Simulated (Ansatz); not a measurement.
`O[SiH](F)CCl` + HI → `O[SiH](F)I` + `CCl` at 400 K and 1 bar (ligand exchange at the Si–C bond).

Gas-phase electronic energies from Ansatz, PBE0-D4/def2-TZVP geometries. CCSD(T)/CBS is the MP2 limit (def2-TZVPP, def2-QZVPP) plus CCSD(T) − MP2 in def2-TZVPP, frozen cores. This one scheme is used for every species. def2 core potentials past Kr. For I outer-core shells are correlated without core-valence functions, which leaves a few kJ/mol of doubt a bond. Each species was taken in one conformer, which may not be the lowest.

```json
{"species": "`O[SiH](F)CCl`", "CCSD(T)/CBS energy (Eh)": "-964.41263", "H − E (kJ/mol)": "175.6", "S (J/(mol·K))": "375.7"}
{"species": "HI", "CCSD(T)/CBS energy (Eh)": "-298.03592", "H − E (kJ/mol)": "25.7", "S (J/(mol·K))": "215.0"}
{"species": "`O[SiH](F)I`", "CCSD(T)/CBS energy (Eh)": "-762.85028", "H − E (kJ/mol)": "96.9", "S (J/(mol·K))": "354.4"}
{"species": "`CCl`", "CCSD(T)/CBS energy (Eh)": "-499.63220", "H − E (kJ/mol)": "114.2", "S (J/(mol·K))": "247.0"}
```

H − E and S are ideal-gas, rigid-rotor, harmonic terms from PBE0-D4/def2-TZVP, for one conformer and one mirror image of each species. 1 Eh = 2625.50 kJ/mol, R = 8.31446 J/(mol·K).

Problem. By hand: ΔE, ΔH, ΔS and ΔG.

Solution. ΔE = (-762.85028) + (-499.63220) − (-964.41263) − (-298.03592) = -0.03393 Eh = -89.1 kJ/mol. Δ(H − E) = 96.9 + 114.2 − 175.6 − 25.7 = 9.8, so ΔH = -79.3 kJ/mol. ΔS = 354.4 + 247.0 − 375.7 − 215.0 = 10.7 J/(mol·K). ΔG = -79.3 − 400 × (10.7)/1000 = -83.6 kJ/mol.

Problem. By hand: the equilibrium constant, and the temperature at which ΔG would vanish if ΔH and ΔS stayed fixed.

Solution. log₁₀ K = −ΔG/(RT ln 10) = 10.9. ΔH and −TΔS have one sign here, so there is no such temperature.

The number of gas molecules stays the same, so ΔS is small and ΔH decides. A doubt of 5 kJ/mol in ΔE shifts log₁₀ K by 0.7 here. Other conformers and mirror images would add mixing entropy, several J/(mol·K) or more a flexible species. These are equilibria of isolated gas molecules and say nothing of rates. Largest T1 diagnostic: 0.011 (customary marks: 0.02 for closed shells, 0.045 for open ones).

ΔS is within the doubt of such terms, so its sign, and with it that verdict, could turn.
